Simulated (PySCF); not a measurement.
PySCF job for Si(I)2(OH)2 (H₂I₂O₂Si), SMILES [Si](I)(I)(O)O, TDDFT-PBE/def2-SVPD. Coordinates come from a PBE-D3(BJ)/def2-SVP optimisation. The def2 effective core potentials stand for the cores of I; spin–orbit coupling is left out. One conformer was computed; it need not be the lowest.

```python
import numpy as np
from pyscf import gto, scf, dft, tdscf

mol = gto.M(
    atom='''
    O    -0.09590723    1.39458456   -1.82122766
    Si    0.00000000   -0.00000000   -0.91620592
    O     0.09590723   -1.39458456   -1.82122766
    I    -2.04563741    0.00159824    0.43801799
    I     2.04563741   -0.00159824    0.43801799
    H     0.74839014    1.66128003   -2.23169063
    H    -0.74839014   -1.66128003   -2.23169063
    ''',
    basis='def2-SVPD',
    ecp={'I': 'def2-svp'},
    charge=0,
    spin=0,
    symmetry=True,
    max_memory=1600,
    verbose=4,
)
mf = dft.RKS(mol, xc='pbe').density_fit(auxbasis='def2-universal-jkfit')
mf.grids.level = 3
mf.conv_tol = 1e-9
mf.max_cycle = 100
mf.kernel()
mf.grids = dft.Grids(mol).set(level=1).build(with_non0tab=True)  # coarser grid for the response kernel
td = tdscf.TDDFT(mf)
td.singlet = True
td.nstates = 10
td.conv_tol = 1e-4
td.positive_eig_threshold = 1e-6
td.kernel(x0=td.get_init_guess(mf, 15))
td.analyze()
tt = tdscf.TDA(mf)
tt.singlet = False
tt.nstates = 4
tt.conv_tol = 1e-4
tt.positive_eig_threshold = 1e-6
tt.kernel(x0=tt.get_init_guess(mf, 9))
tt.analyze(verbose=3)
```

Log of the run:

```
PySCF version 2.14.0

[INPUT] verbose = 4
[INPUT] num. atoms = 7
[INPUT] num. electrons = 82
[INPUT] charge = 0
[INPUT] spin (= nelec alpha-beta = 2S) = 0
[INPUT] symmetry True subgroup None
[INPUT] Mole.unit = angstrom
[INPUT] Symbol           X                Y                Z      unit          X                Y                Z       unit  Magmom
[INPUT]  1 O     -0.095907230000   1.394584560000  -1.821227660000 AA   -0.181238398066   2.635382875947  -3.441621487882 Bohr   0.0
[INPUT]  2 Si     0.000000000000   0.000000000000  -0.916205920000 AA    0.000000000000   0.000000000000  -1.731378262505 Bohr   0.0
[INPUT]  3 O      0.095907230000  -1.394584560000  -1.821227660000 AA    0.181238398066  -2.635382875947  -3.441621487882 Bohr   0.0
[INPUT]  4 I     -2.045637410000   0.001598240000   0.438017990000 AA   -3.865694455065   0.003020235881   0.827734038732 Bohr   0.0
[INPUT]  5 I      2.045637410000  -0.001598240000   0.438017990000 AA    3.865694455065  -0.003020235881   0.827734038732 Bohr   0.0
[INPUT]  6 H      0.748390140000   1.661280030000  -2.231690630000 AA    1.414252398925   3.139364272909  -4.217284085458 Bohr   0.0
[INPUT]  7 H     -0.748390140000  -1.661280030000  -2.231690630000 AA   -1.414252398925  -3.139364272909  -4.217284085458 Bohr   0.0

nuclear repulsion = 473.609343923479
point group symmetry = C2
symmetry origin: [0.00000000e+00 0.00000000e+00 3.28648032e-09]
symmetry axis x: [1.00000000e+00 2.06622728e-09 2.09729471e-19]
symmetry axis y: [ 2.06622728e-09 -1.00000000e+00 -1.04652104e-17]
symmetry axis z: [ 0.00000000e+00 -1.04652104e-17  1.00000000e+00]
num. orbitals of irrep A = 80
num. orbitals of irrep B = 76
number of shells = 62
number of NR pGTOs = 268
number of NR cGTOs = 156
basis = def2-SVPD
ecp = {'I': 'def2-svp'}


[settings echo left out]
init E= -973.678406860051
HOMO (B) = -0.950243600327784  LUMO (A) = -0.945871489370717  gap/eV = 0.11897
cycle= 1 E= -1031.77905345112  delta_E= -58.1  |g|= 4.84  |ddm|= 15.9
HOMO (B) = -0.0391353323819829  LUMO (A) = -0.0363501813953444  gap/eV = 0.07579
cycle= 2 E= -1013.94234656994  delta_E= 17.8  |g|= 7.16  |ddm|= 29.3
HOMO (B) = -0.0870471223445428  LUMO (A) = -0.0838491965877954  gap/eV = 0.08702
cycle= 3 E= -1018.6876164193  delta_E= -4.75  |g|= 5.84  |ddm|= 27.3
HOMO (B) = -0.339600514987168  LUMO (A) = -0.186694667744966  gap/eV = 4.16078
cycle= 4 E= -1035.71917012398  delta_E=  -17  |g|= 1.54  |ddm|= 9.39
HOMO (B) = -0.175313679701244  LUMO (A) = -0.0948198386588685  gap/eV = 2.19035
cycle= 5 E= -1035.88364812878  delta_E= -0.164  |g|= 1.04  |ddm|= 3.14
HOMO (B) = -0.23774016249797  LUMO (A) = -0.0679291084663776  gap/eV = 4.62079
cycle= 6 E= -1036.1584595979  delta_E= -0.275  |g|= 0.369  |ddm|= 2.33
HOMO (B) = -0.246605965060026  LUMO (A) = -0.0964495709151591  gap/eV = 4.08596
cycle= 7 E= -1036.19230690491  delta_E= -0.0338  |g|= 0.177  |ddm|= 0.848
HOMO (B) = -0.243874425511742  LUMO (A) = -0.0846460270941981  gap/eV = 4.33283
cycle= 8 E= -1036.20204336043  delta_E= -0.00974  |g|= 0.0543  |ddm|= 0.353
HOMO (B) = -0.243101629503198  LUMO (A) = -0.0858199749363187  gap/eV = 4.27985
cycle= 9 E= -1036.20317112137  delta_E= -0.00113  |g|= 0.00422  |ddm|= 0.0932
HOMO (B) = -0.242886872386811  LUMO (A) = -0.0855586945593572  gap/eV = 4.28112
cycle= 10 E= -1036.20317653383  delta_E= -5.41e-06  |g|= 0.00106  |ddm|= 0.00908
HOMO (B) = -0.243007646621245  LUMO (A) = -0.0856510841741238  gap/eV = 4.28189
cycle= 11 E= -1036.20317693649  delta_E= -4.03e-07  |g|= 0.00028  |ddm|= 0.00217
HOMO (B) = -0.243008904129037  LUMO (A) = -0.0856485916093898  gap/eV = 4.28199
cycle= 12 E= -1036.20317696629  delta_E= -2.98e-08  |g|= 3.25e-05  |ddm|= 0.000488
HOMO (B) = -0.243004043081629  LUMO (A) = -0.0856430776919908  gap/eV = 4.28201
cycle= 13 E= -1036.20317696661  delta_E= -3.2e-10  |g|= 1.48e-05  |ddm|= 8.67e-05
HOMO (B) = -0.243004507914393  LUMO (A) = -0.0856446157495446  gap/eV = 4.28198
Extra cycle  E= -1036.20317696652  delta_E= 9.8e-11  |g|= 2.55e-05  |ddm|= 5.76e-05
converged SCF energy = -1036.20317696652
tot grids = 37768
Overwritten attributes  positive_eig_threshold  of <class 'pyscf.tdscf.rks.CasidaTDDFT'>


******** <class 'pyscf.tdscf.rks.CasidaTDDFT'> for <class 'pyscf.df.df_jk.DFSymAdaptedRKS'> ********
nstates = 10 singlet
deg_eia_thresh = 1.000e-03
wfnsym = None
conv_tol = 0.0001
eigh lindep = 1e-12
eigh level_shift = 0
eigh max_cycle = 100


Excitation energies (eV)
[4.49682478 4.55370889 4.6945917  5.0464026  5.63973455 5.69504127
 5.85290696 5.97451131 6.02607229 6.11905609]

** Singlet excitation energies and oscillator strengths **
Excited State   1:    B      4.49682 eV    275.71 nm  f=0.0358
      41 -> 42        0.70095
Excited State   2:    A      4.55371 eV    272.27 nm  f=0.0002
      40 -> 42        0.70530
Excited State   3:    B      4.69459 eV    264.10 nm  f=0.0060
      39 -> 42       -0.70434
Excited State   4:    A      5.04640 eV    245.69 nm  f=0.0057
      38 -> 42        0.70300
Excited State   5:    B      5.63973 eV    219.84 nm  f=0.0005
      41 -> 43        0.68873
Excited State   6:    A      5.69504 eV    217.71 nm  f=0.0000
      40 -> 43        0.70626
Excited State   7:    B      5.85291 eV    211.83 nm  f=0.0168
      39 -> 43       -0.70402
Excited State   8:    A      5.97451 eV    207.52 nm  f=0.0023
      41 -> 44       -0.69682
Excited State   9:    B      6.02607 eV    205.75 nm  f=0.0010
      36 -> 42       -0.31306
      37 -> 42       -0.56650
      40 -> 44       -0.28050
Excited State  10:    B      6.11906 eV    202.62 nm  f=0.0040
      36 -> 42        0.27156
      37 -> 42        0.15810
      40 -> 44       -0.62510

** Transition electric dipole moments (AU) **
state          X           Y           Z        Dip. S.      Osc.
  1         0.5688      0.0345     -0.0000      0.3247      0.0358
  2        -0.0000      0.0000      0.0387      0.0015      0.0002
  3         0.0297     -0.2262      0.0000      0.0520      0.0060
  4         0.0000      0.0000      0.2155      0.0465      0.0057
  5        -0.0568      0.0168     -0.0000      0.0035      0.0005
  6        -0.0000      0.0000      0.0060      0.0000      0.0000
  7        -0.0558     -0.3372      0.0000      0.1168      0.0168
  8         0.0000      0.0000      0.1247      0.0155      0.0023
  9        -0.0806     -0.0023     -0.0000      0.0065      0.0010
 10        -0.0538      0.1539      0.0000      0.0266      0.0040

WARN: ECP detected. Skipping calculation of transition velocity and magnetic dipole moments, which have not yet been implemented.

Overwritten attributes  positive_eig_threshold  of <class 'pyscf.tdscf.rks.TDA'>


******** <class 'pyscf.tdscf.rks.TDA'> for <class 'pyscf.df.df_jk.DFSymAdaptedRKS'> ********
nstates = 4 triplet
deg_eia_thresh = 1.000e-03
wfnsym = None
conv_tol = 0.0001
eigh lindep = 1e-12
eigh level_shift = 0
eigh max_cycle = 100


Excitation energies (eV)
[4.10641581 4.24501757 4.3853635  4.71263298]

** Triplet excitation energies and oscillator strengths **
Excited State   1:    B      4.10642 eV    301.93 nm  f=0.0000
Excited State   2:    A      4.24502 eV    292.07 nm  f=0.0000
Excited State   3:    B      4.38536 eV    282.72 nm  f=0.0000
Excited State   4:    A      4.71263 eV    263.09 nm  f=0.0000
```

Self-consistency was reached.

Cost: around 50 core-seconds (rough).
